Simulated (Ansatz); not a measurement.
Born–Oppenheimer molecular dynamics of CH₅FGeO₂ (10 atoms, charge 0, multiplicity 1). It goes on from the last frame of an earlier run, with new velocities.

Theory: RKS PBE/def2-SVP (Ansatz 0.2.0).

```
ensemble        : NVT, Nosé–Hoover chain
time step       : 0.5 fs
steps asked     : 250
set temperature : 1000 K
thermostat      : time constant 100 fs, chain length 3 (defaults)
seed            : 630482
```

First frame:

```xyz
10
Properties=species:S:1:pos:R:3
Ge 0.076 -0.247 0.233
C 0.013 0.086 2.207
H 0.943 -0.169 2.754
H -0.449 1.095 2.444
H -0.710 -0.720 2.568
O 1.654 -0.184 -0.362
H 1.858 -0.650 -1.217
F -1.067 0.884 -0.596
O -0.651 -1.827 -0.218
H -1.585 -1.723 -0.360
```

(1) How far do the bonds stretch over the last three quarters of this one trajectory? (Pairs bonded in most of those frames.)

## Answers

(1) 
| bond | mean (Å) | spread (Å) | shortest | longest |
| --- | --- | --- | --- | --- |
| Ge1–C2 | 1.968 | 0.050 | 1.89 | 2.04 |
| Ge1–O6 | 1.810 | 0.087 | 1.68 | 1.94 |
| Ge1–F8 | 1.765 | 0.024 | 1.72 | 1.80 |
| Ge1–O9 | 1.798 | 0.012 | 1.78 | 1.82 |
| C2–H3 | 1.119 | 0.051 | 1.03 | 1.21 |
| C2–H4 | 1.115 | 0.032 | 1.06 | 1.18 |
| C2–H5 | 1.114 | 0.024 | 1.07 | 1.16 |
| O6–H7 | 0.979 | 0.026 | 0.94 | 1.03 |
| O9–H10 | 0.985 | 0.040 | 0.92 | 1.04 |

Mean temperature of the second half: 813 K. The conserved energy stayed within 0.45 meV per atom of its start (net change -0.027 meV per atom), so the integration is sound. The mean temperature of the second half is 19 % below the set value. A run of 0.12 ps of so small a system gives no equilibrium averages.

Run time: 4.5 min on 4 threads of Arm Neoverse V1, with other jobs on the host, peak memory 0.17 GiB.
